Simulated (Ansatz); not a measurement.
Start from `CC(F)I` and change one atom or group to get `FC(I)[SiH2]Cl`.

Ansatz, PBE0-D4/def2-TZVP geometries, multiplicity 1. Each molecule was computed in one conformer, which needn't be the lowest.

Elements past krypton have def2 core potentials.

```tsv
property	`CC(F)I`
HOMO–LUMO gap (B3LYP/def2-TZVPP) / eV	5.95
zero-point energy (PBE0-D4/def2-TZVP) / kJ/mol	152.1
size of the dipole moment (B3LYP/def2-TZVPP) / D	2.09
LUMO energy (ωB97M-V/def2-TZVPP) / eV	0.95
HOMO–LUMO gap (PBE0/def2-TZVPP) / eV	6.45
LUMO energy (PBE/def2-TZVPP) / eV	-1.92
```

Question: What does the change do to each property? (An estimate is asked.)

Answer: The calculation gave: 
| property | `FC(I)[SiH2]Cl` | shift |
| --- | --- | --- |
| HOMO–LUMO gap (B3LYP/def2-TZVPP) / eV | 5.73 | -0.22 |
| zero-point energy (PBE0-D4/def2-TZVP) / kJ/mol | 101.2 | -50.9 |
| size of the dipole moment (B3LYP/def2-TZVPP) / D | 0.85 | -1.24 |
| LUMO energy (ωB97M-V/def2-TZVPP) / eV | 0.55 | -0.40 |
| HOMO–LUMO gap (PBE0/def2-TZVPP) / eV | 6.20 | -0.25 |
| LUMO energy (PBE/def2-TZVPP) / eV | -2.29 | -0.37 |

With PBE0 the HOMO falls by 0.13 eV and the LUMO falls by 0.39 eV, so the gap narrows by about 0.26 eV. PBE moves the HOMO by -0.14 eV and ωB97M-V by -0.11 eV. Dipoles are sizes alone; their direction can turn.

B3LYP here is the variant with VWN-RPA as its local correlation; programs differ in this.

Spin–orbit coupling is left out; it splits and shifts lone-pair levels of the heavy atoms by tenths of an eV.
